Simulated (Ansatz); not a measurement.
```yaml
crystal:
  periodic: [false, false, false]
  atoms:
    - {symbol: Mg, position_ang: [-0.341713, 1.465608, 0.821633]}
    - {symbol: Mg, position_ang: [0.336413, -1.466893, -0.823465]}
    - {symbol: Br, position_ang: [-0.286605, -0.952947, 1.581303]}
    - {symbol: Br, position_ang: [0.291915, 0.954231, -1.579471]}
basis:
  gaussian: {orbitals: aug-cc-pVDZ}
hamiltonian: {xc: {name: BHLYP}}
```

```sh
$ ansatz run in.yaml --threads 4 --pin off --events-out ev --progress --plain --max-ram 3916MiB
```

Output, abridged:

```
Functional definition: BHLYP
1312 factors; integrals over basis functions are off by at most 3.2e-4 eV
mean field evaluation 1: about -150982.1861 eV, gradient 1.4e1 eV
mean field evaluation 2: about -150982.6440 eV, gradient 1.1e1 eV
mean field evaluation 4: about -150982.9844 eV, gradient 3.6e-1 eV
mean field evaluation 8: about -150982.9848 eV, gradient 7.5e-3 eV
mean field -150982.98475140 eV, -5548.5223496712 hartree, gradient 2.0e-5 eV, S^2 0.000000; 0 other end points of the search recorded, 0 dependent functions left out
reference -150982.98490605 eV, -5548.5223553545 hartree; 47, 47 occupied and 79, 79 virtual orbitals, 1312 factors
Total energy: -150982.98490605 eV, -5548.5223553545 hartree
```

Run time 1.6 s (4 threads of Intel Xeon 6975P-C on a shared host).

A triplet lies near this restricted singlet, and broken spin symmetry wasn't tried.
